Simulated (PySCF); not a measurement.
**Highest orbital energy against ionisation energy along the third row**

Calculated with PySCF 2.14, no spin-orbit coupling. Each cell gives −ε(HOMO) / ΔSCF in eV; NIST values include spin-orbit coupling, (s) semi-empirical, (t) theoretical.

| species | UHF | LDA | PBE | PBE0 | r2SCAN | NIST (lowest levels) |
| --- | --- | --- | --- | --- | --- | --- |
| Mg⁺ (aug-cc-pCVQZ-DK, spin-free X2C) | 14.760 / 14.745 | 12.001 / 15.375 | 11.914 / 15.359 | 12.724 / 15.254 | 12.075 / 15.043 | 15.035 |
| Al⁺ (aug-cc-pCVQZ-DK, spin-free X2C) | 17.781 / 17.550 | 14.915 / 18.925 | 14.806 / 18.789 | 15.763 / 18.683 | 14.959 / 18.413 | 18.829 |
| Si⁺ (aug-cc-pCVQZ-DK, spin-free X2C) | 16.213 / 15.835 | 12.070 / 16.358 | 12.191 / 16.400 | 13.334 / 16.425 | 12.564 / 16.523 | 16.346 |
| P⁺ (aug-cc-pCVQZ-DK, spin-free X2C) | 19.723 / 19.156 | 14.907 / 19.811 | 14.974 / 19.771 | 16.321 / 19.808 | 15.403 / 19.931 | 19.769 (s) |
| S⁺ (aug-cc-pCVQZ-DK, spin-free X2C) | 23.454 / 22.710 | 17.879 / 23.392 | 17.908 / 23.302 | 19.478 / 23.370 | 18.462 / 23.500 | 23.338 |
| Cl⁺ (aug-cc-pCVQZ-DK, spin-free X2C) | 23.645 / 22.579 | 18.333 / 23.968 | 18.356 / 23.832 | 19.938 / 23.826 | 18.704 / 23.791 | 23.814 |
| Ar⁺ (aug-cc-pCVQZ-DK, spin-free X2C) | 27.619 / 26.354 | 21.582 / 27.814 | 21.532 / 27.578 | 23.326 / 27.591 | 21.979 / 27.649 | 27.630 |

Problem. How far is −ε(HOMO) from ΔSCF on average for each method, and why?

Solution. UHF 0.61 eV; LDA -4.85 eV; PBE -4.76 eV; PBE0 -3.44 eV; r2SCAN -4.39 eV. Hartree-Fock orbital energies lack relaxation and so exceed the ΔSCF value; semilocal functionals have convex E(N) from self-interaction, so their HOMO lies far too high; exact exchange moves hybrids part of the way back.
